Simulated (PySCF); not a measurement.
Basis and Hamiltonian dependence of the excitation energy of Te⁺

Te⁺ [Kr] 4d10 5s2 5p3 (4S) → Te⁺ [Kr] 4d10 5s1 5p4 (4P). All values are computed (PySCF 2.14, energy differences of UHF-based or UKS calculations, no spin-orbit coupling). Values in eV.

```json
{"basis": "aug-cc-pVDZ-PP with ECP28MDF", "Hamiltonian": "ECP", "functions": "32", "UHF": "9.366", "LDA": "10.021", "PBE0": "9.779", "MP2 (valence)": "9.280", "CCSD(T) (valence)": "8.677", "CCSD(T) (valence and next inner shell)": "n/a"}
{"basis": "x2c-TZVPPall", "Hamiltonian": "spin-free X2C", "functions": "60", "UHF": "9.303", "LDA": "9.831", "PBE0": "9.635", "MP2 (valence)": "9.275", "CCSD(T) (valence)": "8.764", "CCSD(T) (valence and next inner shell)": "9.135"}
{"basis": "ANO-RCC-VTZP", "Hamiltonian": "spin-free X2C", "functions": "68", "UHF": "9.301", "LDA": "9.809", "PBE0": "9.617", "MP2 (valence)": "9.262", "CCSD(T) (valence)": "8.823", "CCSD(T) (valence and next inner shell)": "9.208"}
{"basis": "x2c-TZVPPall with one added diffuse shell each of s, p, d, f type", "Hamiltonian": "spin-free X2C", "functions": "76", "UHF": "9.297", "LDA": "9.828", "PBE0": "9.631", "MP2 (valence)": "9.273", "CCSD(T) (valence)": "8.716", "CCSD(T) (valence and next inner shell)": "9.101"}
{"basis": "aug-cc-pwCVTZ-PP with ECP28MDF", "Hamiltonian": "ECP", "functions": "96", "UHF": "9.282", "LDA": "9.964", "PBE0": "9.714", "MP2 (valence)": "9.272", "CCSD(T) (valence)": "8.694", "CCSD(T) (valence and next inner shell)": "n/a"}
{"basis": "x2c-QZVPPall", "Hamiltonian": "spin-free X2C", "functions": "112", "UHF": "9.277", "LDA": "9.826", "PBE0": "9.626", "MP2 (valence)": "9.250", "CCSD(T) (valence)": "8.702", "CCSD(T) (valence and next inner shell)": "n/a"}
{"basis": "x2c-QZVPPall with one added diffuse shell each of s, p, d, f type", "Hamiltonian": "spin-free X2C", "functions": "128", "UHF": "9.278", "LDA": "9.826", "PBE0": "9.626", "MP2 (valence)": "9.251", "CCSD(T) (valence)": "n/a", "CCSD(T) (valence and next inner shell)": "n/a"}
```

Frozen in the all-electron rows: valence and next inner shell: [Ar] 3d10; valence: [Kr] 4d10; with a core potential, the same shells as far as they lie outside it.
